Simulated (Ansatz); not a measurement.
The cluster Li14⁺. Total charge 1; doublet. Geometry PBE/def2-SVP, basis def2-TZVP, Ansatz.

```csv
atom,x (Å),y (Å),z (Å)
Li1,0.216,0.545,-3.759
Li2,-1.114,1.608,4.045
Li3,0.367,-1.125,3.532
Li4,2.915,0.942,-2.168
Li5,-0.163,-2.161,0.552
Li6,0.192,2.434,-1.067
Li7,-2.032,0.229,-0.914
Li8,-2.425,-0.505,2.264
Li9,0.642,-0.273,-1.262
Li10,2.501,-0.521,0.750
Li11,-0.176,0.747,1.437
Li12,2.324,-2.159,-2.094
Li13,-2.452,2.479,1.323
Li14,-0.795,-2.239,-2.638
```

| run | HOMO (eV) | LUMO (eV) |
| --- | --- | --- |
| A | -5.65 | -4.95 |
| B | -7.03 | -3.36 |
| C | -5.55 | -5.13 |
| D | -5.96 | -4.63 |
| E | -5.60 | -4.85 |

HSE06 is defined as in plane-wave codes, on full-range PBE exchange. Another isomer (doublet) lies 0.07 eV lower at PBE0/def2-TZVP; other spin states weren't run for this one.

HOMO and LUMO are taken over both spins.

Question: The runs used HSE06, PBE, PBE0, r2SCAN, ωB97X-V. Estimate which is which.

Answer: A HSE06 (range-separated); B ωB97X-V (range-separated); C PBE (0 % exact exchange); D PBE0 (25 % exact exchange); E r2SCAN (0 % exact exchange). Exact exchange lowers occupied and raises empty levels; among semilocal functionals meta-GGAs tend to open the gap a little, and such runs are hard to tell apart. The gap grows from 0.42 eV (PBE) to 3.66 eV (ωB97X-V).
